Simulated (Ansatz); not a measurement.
Ansatz (an electronic-structure program) input (HF/3-21G): The .json file is the Basis Set Exchange's 3-21G.

Ansatz 0.2 input:
```yaml
crystal:
  periodic: [false, false, false]
  atoms:
    - {symbol: Al, position_ang: [-0.00000000, -0.00000000, -2.17689539]}
    - {symbol: I, position_ang: [0.00000000, 0.00000000, 0.53395547]}
basis:
  gaussian:
    orbitals: 3-21G.json
hamiltonian:
  xc: {name: HF}
phonons: {temperatures: {t_min: 298.15, t_max: 298.15, t_step: 100}}
```

Output:

```
Functional definition: HF
integrals: 0.01 GiB planned
589 factors; integrals over basis functions are off by at most 1.1e-4 eV
mean field: 0.11 GiB planned
mean field evaluation 1: about -193975.2991 eV, gradient 1.3e1 eV
mean field evaluation 2: about -193975.3012 eV, gradient 1.3e1 eV
mean field evaluation 4: about -193975.8745 eV, gradient 5.7e-1 eV
mean field evaluation 8: about -193975.8784 eV, gradient 5.5e-4 eV
mean field -193975.87839311 eV, -7128.4820493740 hartree, gradient 1.3e-5 eV, S^2 0.000000; 0 other end points of the search recorded, 0 dependent functions left out
the calculation of the forces begins
reference -193975.87839311 eV, -7128.4820493740 hartree; 33, 33 occupied and 13, 13 virtual orbitals, 589 factors
these checks for a lower state are left out or cut short: stability, starts, cluster_reference, orbital_swaps, neighbouring_geometries, increment
integrals: 0.01 GiB planned
589 factors; integrals over basis functions are off by at most 1.1e-4 eV
mean field: 0.11 GiB planned
mean field evaluation 16: about -193975.8784 eV, gradient 2.3e-6 eV
mean field -193975.87839311 eV, -7128.4820493740 hartree, gradient 1.7e-6 eV, S^2 0.000000; 0 other end points of the search recorded, 0 dependent functions left out
the calculation of the forces begins
reference -193975.87839311 eV, -7128.4820493740 hartree; 33, 33 occupied and 13, 13 virtual orbitals, 589 factors
these checks for a lower state are left out or cut short: stability, starts, cluster_reference, orbital_swaps, neighbouring_geometries, increment
integrals: 0.01 GiB planned
589 factors; integrals over basis functions are off by at most 1.1e-4 eV
mean field: 0.11 GiB planned
mean field -193975.87839311 eV, -7128.4820493740 hartree, gradient 1.7e-6 eV, S^2 0.000000; 0 other end points of the search recorded, 0 dependent functions left out
the calculation of the forces begins
reference -193975.87839311 eV, -7128.4820493740 hartree; 33, 33 occupied and 13, 13 virtual orbitals, 589 factors
these checks for a lower state are left out or cut short: stability, starts, cluster_reference, orbital_swaps, neighbouring_geometries, increment
integrals: 0.01 GiB planned
589 factors; integrals over basis functions are off by at most 1.1e-4 eV
mean field: 0.11 GiB planned
mean field evaluation 32: about -193975.8784 eV, gradient 1.7e-6 eV
mean field -193975.87839311 eV, -7128.4820493740 hartree, gradient 1.7e-6 eV, S^2 0.000000; 0 other end points of the search recorded, 0 dependent functions left out
the calculation of the forces begins
reference -193975.87839311 eV, -7128.4820493740 hartree; 33, 33 occupied and 13, 13 virtual orbitals, 589 factors
these checks for a lower state are left out or cut short: stability, starts, cluster_reference, orbital_swaps, neighbouring_geometries, increment
integrals: 0.01 GiB planned
589 factors; integrals over basis functions are off by at most 1.1e-4 eV
mean field: 0.11 GiB planned
mean field -193975.87839311 eV, -7128.4820493740 hartree, gradient 1.7e-6 eV, S^2 0.000000; 0 other end points of the search recorded, 0 dependent functions left out
the calculation of the forces begins
reference -193975.87839311 eV, -7128.4820493740 hartree; 33, 33 occupied and 13, 13 virtual orbitals, 589 factors
these checks for a lower state are left out or cut short: stability, starts, cluster_reference, orbital_swaps, neighbouring_geometries, increment
integrals: 0.01 GiB planned
589 factors; integrals over basis functions are off by at most 1.1e-4 eV
mean field: 0.11 GiB planned
mean field -193975.87837544 eV, -7128.4820487247 hartree, gradient 7.5e-7 eV, S^2 0.000000; 0 other end points of the search recorded, 0 dependent functions left out
the calculation of the forces begins
reference -193975.87837544 eV, -7128.4820487247 hartree; 33, 33 occupied and 13, 13 virtual orbitals, 589 factors
these checks for a lower state are left out or cut short: stability, starts, cluster_reference, orbital_swaps, neighbouring_geometries, increment
integrals: 0.01 GiB planned
589 factors; integrals over basis functions are off by at most 1.1e-4 eV
mean field: 0.11 GiB planned
mean field -193975.87837472 eV, -7128.4820486982 hartree, gradient 1.2e-6 eV, S^2 0.000000; 0 other end points of the search recorded, 0 dependent functions left out
the calculation of the forces begins
reference -193975.87837472 eV, -7128.4820486982 hartree; 33, 33 occupied and 13, 13 virtual orbitals, 589 factors
these checks for a lower state are left out or cut short: stability, starts, cluster_reference, orbital_swaps, neighbouring_geometries, increment
integrals: 0.01 GiB planned
589 factors; integrals over basis functions are off by at most 1.1e-4 eV
mean field: 0.11 GiB planned
mean field -193975.87839311 eV, -7128.4820493740 hartree, gradient 1.7e-6 eV, S^2 0.000000; 0 other end points of the search recorded, 0 dependent functions left out
the calculation of the forces begins
reference -193975.87839311 eV, -7128.4820493740 hartree; 33, 33 occupied and 13, 13 virtual orbitals, 589 factors
these checks for a lower state are left out or cut short: stability, starts, cluster_reference, orbital_swaps, neighbouring_geometries, increment
integrals: 0.01 GiB planned
589 factors; integrals over basis functions are off by at most 1.1e-4 eV
mean field: 0.11 GiB planned
mean field evaluation 64: about -193975.8784 eV, gradient 2.6e-5 eV
mean field -193975.87839311 eV, -7128.4820493740 hartree, gradient 1.7e-6 eV, S^2 0.000000; 0 other end points of the search recorded, 0 dependent functions left out
the calculation of the forces begins
reference -193975.87839311 eV, -7128.4820493740 hartree; 33, 33 occupied and 13, 13 virtual orbitals, 589 factors
these checks for a lower state are left out or cut short: stability, starts, cluster_reference, orbital_swaps, neighbouring_geometries, increment
integrals: 0.01 GiB planned
589 factors; integrals over basis functions are off by at most 1.1e-4 eV
mean field: 0.11 GiB planned
mean field -193975.87839311 eV, -7128.4820493740 hartree, gradient 1.7e-6 eV, S^2 0.000000; 0 other end points of the search recorded, 0 dependent functions left out
the calculation of the forces begins
reference -193975.87839311 eV, -7128.4820493740 hartree; 33, 33 occupied and 13, 13 virtual orbitals, 589 factors
these checks for a lower state are left out or cut short: stability, starts, cluster_reference, orbital_swaps, neighbouring_geometries, increment
integrals: 0.01 GiB planned
589 factors; integrals over basis functions are off by at most 1.1e-4 eV
mean field: 0.11 GiB planned
mean field -193975.87839311 eV, -7128.4820493740 hartree, gradient 1.7e-6 eV, S^2 0.000000; 0 other end points of the search recorded, 0 dependent functions left out
the calculation of the forces begins
reference -193975.87839311 eV, -7128.4820493740 hartree; 33, 33 occupied and 13, 13 virtual orbitals, 589 factors
these checks for a lower state are left out or cut short: stability, starts, cluster_reference, orbital_swaps, neighbouring_geometries, increment
integrals: 0.01 GiB planned
589 factors; integrals over basis functions are off by at most 1.1e-4 eV
mean field: 0.11 GiB planned
mean field -193975.87837472 eV, -7128.4820486982 hartree, gradient 1.2e-6 eV, S^2 0.000000; 0 other end points of the search recorded, 0 dependent functions left out
the calculation of the forces begins
reference -193975.87837472 eV, -7128.4820486982 hartree; 33, 33 occupied and 13, 13 virtual orbitals, 589 factors
these checks for a lower state are left out or cut short: stability, starts, cluster_reference, orbital_swaps, neighbouring_geometries, increment
integrals: 0.01 GiB planned
589 factors; integrals over basis functions are off by at most 1.1e-4 eV
mean field: 0.11 GiB planned
mean field -193975.87837544 eV, -7128.4820487247 hartree, gradient 7.5e-7 eV, S^2 0.000000; 0 other end points of the search recorded, 0 dependent functions left out
the calculation of the forces begins
reference -193975.87837544 eV, -7128.4820487247 hartree; 33, 33 occupied and 13, 13 virtual orbitals, 589 factors
Total energy: -193975.87839311 eV, -7128.4820493740 hartree
Atom 0 at    -0.000000    -0.000000    -2.176895 Å, force     0.000000    -0.000000     0.000217 eV/Å
Atom 1 at     0.000000     0.000000     0.533955 Å, force    -0.000000     0.000000    -0.000217 eV/Å
Dipole moment:    -0.000000    -0.000000    -0.825759 e Å
Vibrations: 264.59 cm⁻¹, zero-point energy 0.016402 eV
```

The blocks after the first are displaced geometries, from whose forces the wavenumbers follow.
